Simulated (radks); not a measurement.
Coulomb parameter of the 3d shell of the titanium ion Ti+ in the model configuration [Ar] 3d1.5 4s1.5, as a second difference U = [E(n + 0.5) + E(n - 0.5) - 2 E(n)] / (0.5)^2 with all orbitals relaxed. "Bare": the charge of the atom changes with n. "Screened": the 4s shell takes up the change at fixed total charge, which measures U(3d,3d) + U(4s,4s) - 2 U(3d,4s). All-electron calculation, scalar-relativistic Kohn-Sham, r2SCAN, spin-unpolarised, spherical densities, finite nucleus; meta-GGA in the generalised Kohn-Sham scheme; Fermi nuclear charge, rms radius 3.5921 fm. Program: a radial shooting solver on a logarithmic mesh with Libxc functionals.

| case | configuration | E - E(n) (eV) |
|---|---|---|
| start | [Ar] 3d1.5 4s1.5 | 0.000 |
| bare +0.5 | [Ar] 3d2 4s1.5 | -5.139 |
| bare -0.5 | [Ar] 3d1 4s1.5 | 8.265 |
| screened +0.5 | [Ar] 3d2 4s1 | -0.715 |
| screened -0.5 | [Ar] 3d1 4s2 | 1.405 |

U(bare) = 12.503 eV, U(screened by 4s) = 2.758 eV, against the Slater integral F0(3d,3d) = 17.634 eV with frozen orbitals.
